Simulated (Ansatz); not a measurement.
Basis-set series for CH₉NSi₂, SMILES `N[SiH2]C[SiH3]`. Total charge 0; spin multiplicity 1. The structure was optimised at the PBE0-D4/def2-TZVP level. It is one conformer, not always the lowest.

```tsv
functional	basis	functions	energy (Eh)	HOMO (eV)	LUMO (eV)
PBE0-D4	def2-SVP	109	-676.67211	-7.14	1.03
PBE0-D4	def2-TZVPP	272	-676.99330	-7.37	0.44
ωB97M-V	def2-SVP	109	-676.91618	-9.48	2.81
ωB97M-V	def2-TZVPP	272	-677.24564	-9.72	1.94
```

(1) Give the rows for def2-QZVPP. (An estimate is asked.)

Answers

(1) The calculation gave: 
```
functional       basis  functions  energy (Eh)  HOMO (eV)  LUMO (eV)
   PBE0-D4  def2-QZVPP        524   -677.01947      -7.41       0.18
   ωB97M-V  def2-QZVPP        524   -677.27002      -9.75       1.43
```

Positive LUMOs are unbound and depend on the basis.

Computed with Ansatz.
